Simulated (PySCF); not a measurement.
Si(F)(Cl)(Br)(OH) (BrClFHOSi), SMILES O[Si](F)(Cl)Br.

Geometry optimised at B3LYP-D3(BJ)/def2-SVP. The structure was generated by enumeration, and PubChem lists no compound with its InChIKey, so it may never have been made. One conformer was computed; it need not be the lowest.

Two levels are set side by side: TDA-PBE/def2-SVPD (PySCF) and TDA-LC-ωPBE/def2-SVPD (PySCF). Vertical, same geometry. The lowest singlet is HOMO−1→LUMO 68 %, HOMO→LUMO 30 % with PBE and HOMO−1→LUMO 30 %, HOMO→LUMO 29 %, HOMO−1→LUMO+1 10 %, HOMO→LUMO+1 8 % with the other functional; states are paired by order. Differences are taken from unrounded values.

```json
[
 {"quantity": "lowest singlet excitation (eV)", "TDA-LC-ωPBE": "7.57"},
 {"quantity": "lowest triplet excitation (TDA) (eV)", "TDA-LC-ωPBE": "6.92"}
]
```

### Question
What does TDA-PBE give, and how far is it from TDA-LC-ωPBE? (An estimate is asked for; the answer gives what the named calculation found.)

### Answer

```
quantity                              TDA-PBE  TDA-PBE minus TDA-LC-ωPBE
------------------------------------  -------  -------------------------
lowest singlet excitation (eV)           6.33                      -1.24
lowest triplet excitation (TDA) (eV)     5.96                      -0.96
```

A lower first singlet is the usual sign of a functional without exact exchange. Differences between two approximate levels are no errors against the true value.

Rough cost on one machine, each run with all the roots and properties that it gave: TDA-LC-ωPBE against TDA-PBE about 4 times.
